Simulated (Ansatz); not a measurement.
Job for Ansatz (a first-principles code): R-CCSD(T)/def2-TZVPP on AlH3Se (SMILES [AlH2][SeH]), a point of a bond scan (R = 1.472 Å). The run froze 19 orbitals, filled d shells among them.

Ansatz 0.2 input:
```yaml
crystal:
  periodic: [false, false, false]
  atoms:
    - {symbol: Al, position_ang: [0.36409461, 0.02746235, -1.55730963]}
    - {symbol: H, position_ang: [-0.69852445, -0.56976553, -2.55206934]}
    - {symbol: H, position_ang: [1.74544102, 0.64238966, -1.99374994]}
    - {symbol: Se, position_ang: [-0.20119715, -0.03048168, 0.69657830]}
    - {symbol: H, position_ang: [1.06055664, 0.60674232, 1.10718226]}
basis:
  gaussian:
    orbitals: def2-TZVPP
    pivot_positions_ang: [[0.36409461, 0.02746235, -1.55730963], [-0.69852445, -0.56976553, -2.55206934], [1.74544102, 0.64238966, -1.99374994], [-0.20119715, -0.03048168, 0.69657830], [1.06055664, 0.60674232, 1.10718226]]
magnetization: {spin_polarized: false}
correlation: {method: ccsd_t, electrons: outside_noble_gas}
scf: {lower_state_search: off}
output: {orbitals: {seedname: ./end}}
```

Program output:

```
WARN ansatz: RAYON_NUM_THREADS=1 ignored (pool sized by the plan → 1); use --threads N
Functional definition: HF
these checks for a lower state are left out or cut short: stability, starts, cluster_reference, orbital_swaps, neighbouring_geometries, increment
integrals: 0.24 GiB planned
880 factors; integrals over basis functions are off by at most 3.9e-4 eV
mean field: 0.36 GiB planned
mean field evaluation 1: about -71933.6773 eV, gradient 1.2e1 eV
mean field evaluation 2: about -71933.7822 eV, gradient 1.3e1 eV
mean field evaluation 4: about -71934.6110 eV, gradient 2.1e0 eV
mean field evaluation 8: about -71934.6295 eV, gradient 1.3e-1 eV
mean field -71934.62962022 eV, -2643.5488794999 hartree, gradient 4.3e-6 eV, S^2 0.000000; 0 other end points of the search recorded, 0 dependent functions left out
19 core orbitals not correlated
reference -71934.62962022 eV, -2643.5488794999 hartree; 6, 6 occupied and 107, 107 virtual orbitals, 880 factors
second order -6.53512629 eV of doubles, -0.00000000 eV of singles
coupled cluster: 0.49 GiB planned
cycle   1  -7.19037159 eV  change   -6.6e-1 eV  update   6.6e-2
cycle   2  -7.44212259 eV  change   -2.5e-1 eV  update   2.2e-2
cycle   3  -7.46635692 eV  change   -2.4e-2 eV  update   7.9e-3
cycle   4  -7.46375822 eV  change    2.6e-3 eV  update   2.8e-3
cycle   5  -7.46302104 eV  change    7.4e-4 eV  update   1.1e-3
cycle   6  -7.46287269 eV  change    1.5e-4 eV  update   3.8e-4
cycle   7  -7.46292372 eV  change   -5.1e-5 eV  update   1.2e-4
cycle   8  -7.46295829 eV  change   -3.5e-5 eV  update   4.1e-5
cycle   9  -7.46294925 eV  change    9.0e-6 eV  update   1.1e-5
perturbative correction -0.27000372 eV, -0.0099224536 hartree
Total energy: -71942.36257319 eV, -2643.8330602801 hartree
Checks for a lower state left out: stability, starts, cluster_reference, orbital_swaps, neighbouring_geometries, increment
```

The run converged.

Cost: around 6 core-seconds (rough).
